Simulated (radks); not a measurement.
Task: Species: Eu III. Configuration: [Xe] 4f(up 6.5, down 0.5) (fractional occupations, a model configuration). All-electron calculation, scalar-relativistic Kohn-Sham, PBE, spin-polarised, spherical densities, point nucleus. Program: a radial shooting solver on a logarithmic mesh with Libxc functionals. Some entries of the table are withheld. Estimate them.

| orbital | occ. | eigenvalue (hartree) | r(max) (bohr) |
|---|---|---|---|
| 1s up | 1 | -1778.085 | 0.01420 |
| 1s down | 1 | -1778.085 | 0.01420 |
| 2s up | 1 | -292.3680 | 0.08055 |
| 2s down | 1 | -292.3669 | 0.08055 |
| 2p up | 3 | -260.5223 | 0.06513 |
| 2p down | 3 | -260.5216 | 0.06513 |
| 3s up | 1 | -64.72592 | 0.2289 |
| 3s down | 1 | -64.65338 | 0.2288 |
| 3p up | 3 | -54.81681 | 0.2245 |
| 3p down | 3 | -54.74462 | 0.2244 |
| 3d up | 5 | -41.56912 | 0.1838 |
| 3d down | 5 | -41.51376 | 0.1837 |
| 4s up | 1 | -13.29833 | 0.5275 |
| 4s down | 1 | -13.12140 | 0.5273 |
| 4p up | 3 | -10.04059 | 0.5506 |
| 4p down | 3 | -9.86404 | 0.5503 |
| 4d up | 5 | -5.50403 | 0.5735 |
| 4d down | 5 | -5.32816 | 0.5731 |
| 5s up | 1 | -2.17645 | (1) |
| 5s down | 1 | -2.07709 | (2) |
| 5p up | 3 | -1.39692 | 1.396 |
| 5p down | 3 | -1.32301 | 1.418 |
| 4f up | 6.5 | (3) | 0.5926 |
| 4f down | 0.5 | (4) | 0.5953 |

Result: 
(1) 5s up r(max) (bohr): 1.229
(2) 5s down r(max) (bohr): 1.243
(3) 4f up eigenvalue (hartree): -0.64508
(4) 4f down eigenvalue (hartree): -0.49313
